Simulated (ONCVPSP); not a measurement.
## What one change does to a pseudopotential (cadmium (Cd), ONCV)

- Element: cadmium (Cd)
- Generator: ONCVPSP 4.0.1
- Type: optimised norm-conserving Vanderbilt (ONCV)
- Functional: PBE
- Relativity: scalar-relativistic
- Frozen core: [Ar] 3d10
- Valence charge: 20
- Reference configuration: 4s2 4p6 4d10 5s2
- Partial waves: 4s+5s: rc 1.20 bohr, ncon 3, nbas 6, qcut 9.6 1/bohr, 3 projectors, debl 3.8 Ha; 4p: rc 1.65 bohr, ncon 4, nbas 7, qcut 10.1 1/bohr, 3 projectors, debl 3.1 Ha; 4d: rc 1.60 bohr, ncon 4, nbas 9, qcut 9.5 1/bohr, 2 projectors, debl 3 Ha
- Local potential: polynomial inside 0.75 bohr (lpopt 3, dvloc0 0 Ha)
- Core correction: Teter function, fcfact 5.25, rcfact 1.2

All-electron outer shells of the reference configuration (PBE, scalar-relativistic, ld1.x):

| shell | level (eV) | outermost node (bohr) | outermost maximum (bohr) |
| --- | --- | --- | --- |
| 3d | -393.64 | – | 0.27 |
| 4s | -105.92 | 0.43 | 0.79 |
| 4p | -66.97 | 0.43 | 0.84 |
| 4d | -11.73 | 0.42 | 0.98 |
| 5s | -5.66 | 1.07 | 2.35 |

Change: functional PBEsol; d: rc 1.2, qcut 12.7.

Cutoffs: the cutoffs (Ha) at which the residual kinetic energy of the hardest occupied pseudo-wave falls to 1 and 0.1 mHa per electron; they do not see the model core or the augmentation charge, which bear on the density cutoff. Errors are all-electron minus pseudo energies relative to the spin-unpolarised reference configuration.

Task: How do hardness, ghosts and transferability respond?

Result: The potential gets harder (36 Ha and 41 Ha → 40 Ha and 50 Ha); the bound ghost in d disappears; of the 4 tests that both files solve, the error grows in 2 and shrinks in 2 by more than 15 % and 0.3 meV (median size 29.3 → 6.5 meV).

```tsv
quantity	base	changed
cutoff, loose	36 Ha	40 Ha
cutoff, tight	41 Ha	50 Ha
loose cutoff by channel	s 36 Ha, p 22 Ha, d 32 Ha	s 36 Ha, p 22 Ha, d 40 Ha
bound ghosts	d	none
GHOST(+) flags under 300 eV	none	none
largest miss of a reference level, eV	0.05	0.00
error for 4s2 4p6 4d10 5s1, meV [ΔE 9.27 → 9.31 eV]	-1.0	-1.4
error for 4s2 4p6 4d10 5s0, meV [ΔE 26.40 → 26.41 eV]	-2.8	-4.3
error for 4s2 4p6 4d9 5s0, meV [ΔE 64.41 eV]	+56	-8.7
error for 4s1 4p6 4d10 5s2, meV [ΔE 113.52 → 113.41 eV]	-162	-76
s: phases at 1.22 bohr within 0.05 rad from the reference energy up to (Ha; the scan ends near 5)	to the end of the scan	to the end of the scan
p: phases at 1.68 bohr within 0.05 rad from the reference energy up to (Ha; the scan ends near 5)	to the end of the scan	to the end of the scan
rms error of d²Exc/dni dnj with the model core, mHa	0.36	0.51
```

 A true bound ghost makes a file unfit for plane-wave use even where its test errors are small: the radial tests pick states by their node count and pass the ghost by.
